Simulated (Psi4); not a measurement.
Cl₃Sb, charge +1, doublet, geometry from GFN2-xTB (a state made from the parent by changing its charge; the spin is typed, not shown lowest) (all electrons, no relativity); B3LYP/3-21G run with Psi4.

The Psi4 input:
```
memory 2 GB

molecule mol {
1 2
  Sb    0.003218   -0.000609    0.458413
  Cl   -1.887377   -1.036620   -0.446566
  Cl    0.040632    2.150984   -0.455863
  Cl    1.837092   -1.112537   -0.472811
}

set basis 3-21g
set reference uks
set scf_type pk

energy('b3lyp')
print_variables()
```

What the program printed (banner, timings and long lists left out):

```
   => Loading Basis Set <=

    Name: 3-21G
    Role: ORBITAL
    Keyword: BASIS

         ---------------------------------------------------------
                                   SCF
               by Justin Turney, Rob Parrish, Andy Simmonett
                          and Daniel G. A. Smith
                              UKS Reference
         ---------------------------------------------------------

  ==> Geometry <==

    Molecular point group: c1
    Full point group: C1

    Geometry (in Angstrom), charge = 1, multiplicity = 2:

       Center              X                  Y                   Z               Mass
    ------------   -----------------  -----------------  -----------------  -----------------
         SB           0.002989869945    -0.000565856155     0.425937457772   120.903812000000
         CL          -1.887605130055    -1.036576856155    -0.479041542228    34.968852682000
         CL           0.040403869945     2.151027143845    -0.488338542228    34.968852682000
         CL           1.836863869945    -1.112493856155    -0.505286542228    34.968852682000

  Running in c1 symmetry.

  Rotational constants: A =      0.05816  B =      0.05816  C =      0.03474 [cm^-1]
  Rotational constants: A =   1743.48203  B =   1743.48157  C =   1041.37000 [MHz]
  Nuclear repulsion =  711.837672041525821

  Charge       = 1
  Multiplicity = 2
  Electrons    = 101
  Nalpha       = 51
  Nbeta        = 50

  ==> Algorithm <==

  SCF Algorithm Type is PK.
  DIIS enabled.
  MOM disabled.
  Fractional occupation disabled.
  Guess Type is SAD.
  Energy threshold   = 1.00e-06
  Density threshold  = 1.00e-06
  Integral threshold = 1.00e-12

  ==> Primary Basis <==

  Basis Set: 3-21G
    Blend: 3-21G
    Number of shells: 34
    Number of basis functions: 72
    Number of Cartesian functions: 72
    Spherical Harmonics?: false
    Max angular momentum: 2

  ==> DFT Potential <==

   => LibXC <=

    Version 7.1.2
    S. Lehtola, C. Steigemann, M. J. T. Oliveira, and M. A. L. Marques,  SoftwareX 7, 1–5 (2018) (10.1016/j.softx.2017.11.002)

   => Composite Functional: B3LYP <=

    B3LYP Hyb-GGA Exchange-Correlation Functional

    P. J. Stephens, F. J. Devlin, C. F. Chabalowski, and M. J. Frisch,  J. Phys. Chem. 98, 11623 (1994) (10.1021/j100096a001)

    Deriv               =              1
    GGA                 =           TRUE
    Meta                =          FALSE

    Exchange Hybrid     =           TRUE
[...]
      Ntotal   =  100.9999982811 ; deviation = -1.719e-06

   @Spin Contamination Metric:   5.998924225E-03
   @S^2 Expected:                7.500000000E-01
   @S^2 Observed:                7.559989242E-01
   @S   Expected:                5.000000000E-01
   @S   Observed:                5.000000000E-01

    Orbital Energies [Eh]
    ---------------------

    Alpha Occupied:

[...]
    Alpha Virtual:

[...]
    Beta Occupied:

[...]
    Beta Virtual:

[...]
      72A    214.837585

    Final Occupation by Irrep:
              A
    DOCC [    50 ]
    SOCC [     1 ]
    NA   [    51 ]
    NB   [    50 ]

  @UKS Final Energy: -7662.45646953717551

   => Energetics <=

    Nuclear Repulsion Energy =            711.8376720415258205
    One-Electron Energy =              -11957.5546095212193904
    Two-Electron Energy =                3784.6004019255819912
    DFT Exchange-Correlation Energy =    -201.3399339830637871
    Empirical Dispersion Energy =           0.0000000000000000
    VV10 Nonlocal Energy =                  0.0000000000000000
    Total Energy =                      -7662.4564695371764174

  UHF NO Occupations:
  HONO-2 :   49  A 1.9989064
  HONO-1 :   50  A 1.9989063
  HONO-0 :   51  A 1.0000000
  LUNO+0 :   52  A 0.0010937
  LUNO+1 :   53  A 0.0010936
  LUNO+2 :   54  A 0.0007841
  LUNO+3 :   55  A 0.0000054

Computation Completed

Properties will be evaluated at   0.000000,   0.000000,   0.000000 [a0]

Properties computed using the SCF density matrix

 Multipole Moments:

 ------------------------------------------------------------------------------------
     Multipole            Electronic (a.u.)      Nuclear  (a.u.)        Total (a.u.)
 ------------------------------------------------------------------------------------

 L = 1.  Multiply by 2.5417464519 to convert [e a0] to [Debye]
 Dipole X            :          0.0491502           -0.0439404            0.0052098
 Dipole Y            :         -0.0096354            0.0083161           -0.0013193
 Dipole Z            :          7.0325100           -6.2597599            0.7727500
 Magnitude           :                                                    0.7727687

 ------------------------------------------------------------------------------------

  Variable Map:
  ----------------------------------------------------------------------------
[...]
  Array Variable Map:
  ----------------------------------------------------------------------------
[...]
[...]
```
